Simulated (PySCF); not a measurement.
A small calculation by hand: dipole moment from atomic charges

CHF, SMILES [CH]F (connectivity only; charge and spin as stated), neutral, multiplicity 1. Atoms are numbered in the order given.

```xyz
3

C     -0.1911    -0.7068     0.0000
F      0.0307     0.5958     0.0000
H      0.8696    -1.1214     0.0000
```

Geometry: PBE-D3(BJ)/def2-TZVPD. The isomer is the one that the SMILES or the coordinates give; other isomers of the formula were not compared.

Charges (e) from PySCF with PBE0/def2-TZVPD:

```
atom  ESP fit     IAO
----  -------  ------
C1     -0.293   0.051
F2      0.059  -0.179
H3      0.234   0.127
```

The dipole moment of the full density is 1.47 D.

### Question
What dipole moment does each set of point charges give, and which comes closer to that of the density?

### Answer

μ = Σ q r, and 1 e Å = 4.8032 D.
ESP fit: Σ q r = (0.261, -0.020, 0.000) e Å, |μ| = 1.26 D.
IAO: Σ q r = (0.095, -0.285, 0.000) e Å, |μ| = 1.44 D.
IAO comes closer in size. Point charges leave out the atoms' own dipoles (lone pairs, polarised bonds); fits to the potential absorb them, partitions of the density don't.
